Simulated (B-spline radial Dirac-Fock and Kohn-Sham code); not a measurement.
**Two-hole binding energies of Pb⁴⁺**

System: lead as Pb⁴⁺ in the configuration 1s2 2s2 2p6 3s2 3p6 3d10 4s2 4p6 4d10 4f14 5s2 5p6 5d10.

Method: relaxed Dirac-Fock hole states (ΔSCF) with Breit and QED corrections and a finite nucleus. Computed with a radial atomic solver. U is the two-hole binding energy less the two single-hole energies, the effective repulsion of the holes after relaxation. Each two-hole energy is an average over J within one jj subconfiguration.

```
          holes  E(a) (eV)  E(b) (eV)  E(ab) (eV)  U (eV)
           1s⁻²    88050.8    88050.8    177749.1  1647.5
   1s⁻¹ 2p1/2⁻¹    88050.8    15250.2    103796.8   495.8
   1s⁻¹ 3p1/2⁻¹    88050.8     3610.3     91811.0   149.9
   1s⁻¹ 3p3/2⁻¹    88050.8     3122.3     91297.0   123.9
   2s⁻¹ 2p3/2⁻¹    15918.2    13085.7     29233.3   229.3
2p1/2⁻¹ 2p3/2⁻¹    15250.2    13085.7     28618.7   282.7
   2s⁻¹ 3p1/2⁻¹    15918.2     3610.3     19641.3   112.9
2p1/2⁻¹ 3p3/2⁻¹    15250.2     3122.3     18479.8   107.3
   2p3/2⁻¹ 3s⁻¹    13085.7     3908.7     17098.9   104.6
2p3/2⁻¹ 3d3/2⁻¹    13085.7     2637.6     15840.9   117.6
        3p1/2⁻²     3610.3     3610.3      7306.8    86.3
        3d5/2⁻²     2535.5     2535.5      5155.6    84.6
4f5/2⁻¹ 4f7/2⁻¹      192.0      187.1       413.0    33.9
5p1/2⁻¹ 5p3/2⁻¹      158.7      136.4           ?       ?
```

Question: Give the missing two-hole energy and U.

Answer: E(ab) = 314.8 eV and U = 19.7 eV.
